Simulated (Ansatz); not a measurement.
Geometry optimisation, Ansatz 0.2.0, RKS PBE/def2-SVP.

input.yaml

```yaml
crystal:
  periodic: [false, false, false]
  atoms:
    - { symbol: B, position_ang: [-0.73271, 0.30458, -0.90353] }
    - { symbol: Al, position_ang: [0.5487, -0.06186, 0.68407] }
    - { symbol: Br, position_ang: [1.54348, 1.49012, 1.99989] }
    - { symbol: H, position_ang: [-1.2134, -0.56878, -1.53473] }
    - { symbol: H, position_ang: [-1.03903, 1.38673, -1.24803] }
    - { symbol: H, position_ang: [0.99046, -1.47062, 1.17295] }
basis:
  gaussian: { orbitals: def2-SVP }
hamiltonian:
  xc: pbe
relax:
  f_tol: 0.015
  max_steps: 40
```

Command:

```bash
$ ansatz run input.yaml --threads 1 --pin off --max-ram 2048MiB --backend cpu --events-out ev --progress --plain --runs-dir out
```

Problem. Where does it end, and by what steps?

Solution. It converged. The force dipped under the threshold on the way, but the program's further checks kept it going. After 22 steps the energy has fallen by 0.258 eV; H4 moved furthest, 1.13 Å.

```json
{"step": "0", "energy less start (eV)": "0.0000", "largest force component (eV/Å)": "0.963", "accepted": "yes"}
{"step": "1", "energy less start (eV)": "-0.1119", "largest force component (eV/Å)": "0.272", "accepted": "yes"}
{"step": "2", "energy less start (eV)": "-0.1202", "largest force component (eV/Å)": "0.034", "accepted": "yes"}
{"step": "3", "energy less start (eV)": "-0.1213", "largest force component (eV/Å)": "0.034", "accepted": "yes"}
{"step": "4", "energy less start (eV)": "-0.1206", "largest force component (eV/Å)": "0.113", "accepted": "no"}
{"step": "5", "energy less start (eV)": "-0.1219", "largest force component (eV/Å)": "0.010", "accepted": "yes"}
{"step": "6", "energy less start (eV)": "-0.1222", "largest force component (eV/Å)": "0.006", "accepted": "yes"}
{"step": "7", "energy less start (eV)": "-0.1224", "largest force component (eV/Å)": "0.011", "accepted": "yes"}
{"step": "8", "energy less start (eV)": "-0.1230", "largest force component (eV/Å)": "0.018", "accepted": "yes"}
{"step": "9", "energy less start (eV)": "-0.1242", "largest force component (eV/Å)": "0.031", "accepted": "yes"}
{"step": "10", "energy less start (eV)": "-0.1265", "largest force component (eV/Å)": "0.059", "accepted": "yes"}
{"step": "11", "energy less start (eV)": "-0.1308", "largest force component (eV/Å)": "0.104", "accepted": "yes"}
{"step": "12", "energy less start (eV)": "-0.1384", "largest force component (eV/Å)": "0.153", "accepted": "yes"}
{"step": "13", "energy less start (eV)": "-0.1509", "largest force component (eV/Å)": "0.204", "accepted": "yes"}
{"step": "14", "energy less start (eV)": "-0.1740", "largest force component (eV/Å)": "0.461", "accepted": "yes"}
{"step": "15", "energy less start (eV)": "-0.2077", "largest force component (eV/Å)": "0.336", "accepted": "yes"}
{"step": "16", "energy less start (eV)": "-0.2424", "largest force component (eV/Å)": "0.145", "accepted": "yes"}
{"step": "17", "energy less start (eV)": "-0.2544", "largest force component (eV/Å)": "0.139", "accepted": "yes"}
{"step": "18", "energy less start (eV)": "-0.2571", "largest force component (eV/Å)": "0.023", "accepted": "yes"}
{"step": "19", "energy less start (eV)": "-0.2559", "largest force component (eV/Å)": "0.145", "accepted": "no"}
{"step": "20", "energy less start (eV)": "-0.2577", "largest force component (eV/Å)": "0.017", "accepted": "yes"}
{"step": "21", "energy less start (eV)": "-0.2549", "largest force component (eV/Å)": "0.171", "accepted": "no"}
{"step": "22", "energy less start (eV)": "-0.2578", "largest force component (eV/Å)": "0.005", "accepted": "yes"}
```

```xyz
6
Properties=species:S:1:pos:R:3
B -0.700 0.314 -0.895
Al 0.657 -0.165 0.657
Br 0.814 1.437 2.289
H -1.882 0.018 -0.845
H -0.365 0.940 -1.887
H 1.573 -1.463 0.851
```

Whether the end is a true minimum wasn't checked by a vibrational analysis.

Run time: 47 s on 1 thread of Intel(R) Xeon(R) Processor @ 2.70GHz, on a shared host, peak memory 0.15 GiB.
